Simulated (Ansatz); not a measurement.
Input for Ansatz (a quantum-chemistry and plane-wave program): R-CCSD(T)/cc-pVTZ on OH (SMILES [OH+]), 2S+1 = 1, a spin state set in the input, which need not be the lowest. Charge +1.

Ansatz 0.2 input:
```yaml
crystal:
  periodic: [false, false, false]
  atoms:
    - {symbol: O, position_ang: [-0.00000000, -0.00000000, -0.11563120]}
    - {symbol: H, position_ang: [0.00000000, 0.00000000, 0.92504958]}
basis:
  gaussian:
    orbitals: cc-pVTZ
total_charge: 1
magnetization: {spin_polarized: false}
correlation: {method: ccsd_t, electrons: outside_noble_gas}
scf: {omitted_lower_state_checks: [cluster_reference]}
```

Program output:

```
WARN ansatz: RAYON_NUM_THREADS=2 ignored (pool sized by the plan → 2); use --threads N
Functional definition: HF
these checks for a lower state are left out or cut short: cluster_reference
integrals: 0.01 GiB planned
259 factors; integrals over basis functions are off by at most 9.1e-4 eV
mean field: 0.05 GiB planned
mean field evaluation 1: about -2036.5652 eV, gradient 2.1e1 eV
mean field evaluation 2: about -2036.5658 eV, gradient 2.1e1 eV
mean field evaluation 4: about -2037.1832 eV, gradient 7.1e-1 eV
mean field evaluation 8: about -2037.1847 eV, gradient 2.8e-4 eV
mean field evaluation 16: about -2037.1847 eV, gradient 3.6e-5 eV
mean field -2037.18466376 eV, -74.8651555400 hartree, gradient 1.2e-6 eV, S^2 0.000000; 2 other end points of the search recorded, 0 dependent functions left out; unrestricted orbitals would lower it
1 core orbitals not correlated
reference -2037.18466376 eV, -74.8651555400 hartree; 3, 3 occupied and 40, 40 virtual orbitals, 259 factors
second order -4.54230487 eV of doubles, -0.00000000 eV of singles
coupled cluster: 0.06 GiB planned
cycle   1  -5.00264316 eV  change   -4.6e-1 eV  update   4.6e-2
cycle   2  -5.23350385 eV  change   -2.3e-1 eV  update   2.8e-2
cycle   3  -5.28435523 eV  change   -5.1e-2 eV  update   1.9e-2
cycle   4  -5.32480688 eV  change   -4.0e-2 eV  update   1.5e-2
cycle   5  -5.39069096 eV  change   -6.6e-2 eV  update   1.2e-2
cycle   6  -5.42435080 eV  change   -3.4e-2 eV  update   7.3e-3
cycle   7  -5.44493591 eV  change   -2.1e-2 eV  update   4.0e-3
cycle   8  -5.44812106 eV  change   -3.2e-3 eV  update   1.4e-3
cycle   9  -5.44866763 eV  change   -5.5e-4 eV  update   3.0e-4
cycle  10  -5.44904980 eV  change   -3.8e-4 eV  update   6.1e-5
cycle  11  -5.44895148 eV  change    9.8e-5 eV  update   1.2e-5
cycle  12  -5.44896890 eV  change   -1.7e-5 eV  update   3.1e-6
cycle  13  -5.44896704 eV  change    1.9e-6 eV  update   5.0e-7
coupled cluster: 0.06 GiB planned
perturbative correction -0.28810338 eV, -0.0105876040 hartree
Total energy: -2042.92173419 eV, -75.0759889894 hartree
Checks for a lower state left out: cluster_reference
```

The run converged.

Cost: around 0.5 core-seconds (rough).
